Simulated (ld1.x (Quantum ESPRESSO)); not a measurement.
What one change does to a pseudopotential (aluminium (Al), TM)

- Element: Al
- Generator: ld1.x (Quantum ESPRESSO) 7.5
- Type: norm-conserving Troullier–Martins (Kleinman–Bylander form)
- Functional: PBE
- Relativity: scalar-relativistic
- Frozen core: [Ne]
- Valence charge: 3
- Reference configuration: 3s2 3p0 (charge +1)
- Partial waves: 3p (bound, empty): rc 2.35 bohr; 3d channel at 0.45 Ry: rc 2.00 bohr; 3s (bound): rc 1.50 bohr
- Local potential: the s channel
- Core correction: a·sin(br)/r model core inside 1.50 bohr

All-electron outer shells of the reference configuration (PBE, scalar-relativistic, ld1.x):

```
shell  level (eV)  outermost node (bohr)  outermost maximum (bohr)
   3s      -14.81                   0.80                      2.01
   3p       -9.05                   0.81                      2.39
```

Change: wave 3p (bound): rc 2.35 bohr becomes 3p (bound): rc 1.80 bohr.

Cutoffs: the cutoffs (Ry, on a coarse ladder) from which the occupation-weighted sum of valence levels, in a spherical-Bessel basis at the reference potential, stays within 10 and 1 mRy of its value at 400 Ry; they do not see the model core or the augmentation charge, which bear on the density cutoff. Errors are all-electron minus pseudo energies relative to the spin-unpolarised reference configuration.

Problem. How do hardness, ghosts and transferability respond?

Solution. The potential gets neither clearly harder nor softer (30 Ry and 60 Ry → 30 Ry and 60 Ry); of the 7 tests that both files solve, the error grows in 2 and shrinks in 1 by more than 15 % and 0.3 meV (median size 3.4 → 3.6 meV); neither file shows a bound ghost.

```tsv
quantity	base	changed
cutoff, loose	30 Ry	30 Ry
cutoff, tight	60 Ry	60 Ry
bound ghosts	none	none
error for 3s2 3p1, meV [ΔE -5.76 eV]	+3.4	+3.6
error for 3s1 3p0, meV [ΔE 19.23 eV]	+24	+24
error for 3s2 3p0.5, meV [ΔE -3.68 eV]	+1.2	+1.2
error for 3s0 3p3, meV [ΔE 4.69 eV]	-4.1	+7.1
error for 3s2 3p1.3, meV [ΔE -6.34 eV]	+4.6	+4.8
error for 3s1 3p1, meV [ΔE 5.81 eV]	+0.7	+3.3
error for 3s1 3p2, meV [ΔE -0.62 eV]	-1.7	+1.3
```
